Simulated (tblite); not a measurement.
Species: C₅H₆FNO.
SMILES with atom numbers: `[O:1]=[CH:2][NH:3][C@@H:4]1[CH:5]=[CH:6][C@H:7]1[F:8]` (hydrogens: H9 on C2; H10 on N3; H11 on C4; H12 on C5; H13 on C6; H14 on C7)

The geometry is computed with GFN2-xTB (gas phase).

(1) List the bond lengths, angles and torsions at this level.

## Answers

(1) 
```tsv
bond	length (Å)	order
O1=C2	1.202	double
C2–N3	1.352	single
N3–C4	1.435	single
C4–C5	1.512	single
C5=C6	1.331	double
C6–C7	1.507	single
C7–F8	1.368	single
C4–C7	1.562	single
C2–H9	1.105	single
N3–H10	1.008	single
C4–H11	1.093	single
C5–H12	1.073	single
C6–H13	1.073	single
C7–H14	1.094	single
```

Orders are formal, as drawn. A selection of angles:
```tsv
angle	degrees
O1–C2–N3	125.2
C2–N3–C4	122.2
N3–C4–C5	118.3
N3–C4–C7	117.6
C5–C4–C7	85.1
C4–C5–C6	94.6
C5–C6–C7	94.0
C6–C7–F8	116.7
C4–C7–C6	86.0
C4–C7–F8	115.7
H10–N3–C2	120.1
H10–N3–C4	117.7
```

Torsions: O1–C2–N3–C4 1° (synperiplanar); C2–N3–C4–C5 -132° (anticlinal); N3–C4–C5–C6 -123° (anticlinal); C4–C5–C6–C7 4° (synperiplanar); C5–C6–C7–F8 -121° (anticlinal); N3–C4–C7–C6 123° (anticlinal).

N3 (amide nitrogen) is planar (angles 122.2°, 120.1° and 117.7°, sum 360.0°, 0.00 Å off the plane of its three neighbours). The 4-membered ring C4–C5–C6–C7 has internal angles of 85.1° to 94.6°; it is almost planar, 0.02 Å rms from its mean plane, widest ring torsion 4°. The 4 C–C bonds span 1.331 Å (C5=C6, drawn double) to 1.562 Å (C4–C7, drawn single), a spread of 0.231 Å. The 2 C–N bonds span 1.352 Å (C2–N3, drawn single) to 1.435 Å (N3–C4, drawn single), a spread of 0.083 Å. Of the pairs four or more bonds apart, O1···H11 is among the closest relative to their van der Waals radii: 2.35 Å, 86 % of the sum of Bondi's values.

Point group: C1 (no symmetry element, even within 0.4 Å). Its GFN2-xTB frequencies are all real (lowest 47 cm⁻¹). One conformer, not necessarily the lowest.

On one thread of an Intel Xeon at 2.50 GHz, no GPU, shared host with 64 logical CPUs at a one-minute load of 63, this took 1.6 s of wall time. This is the geometry optimisation.
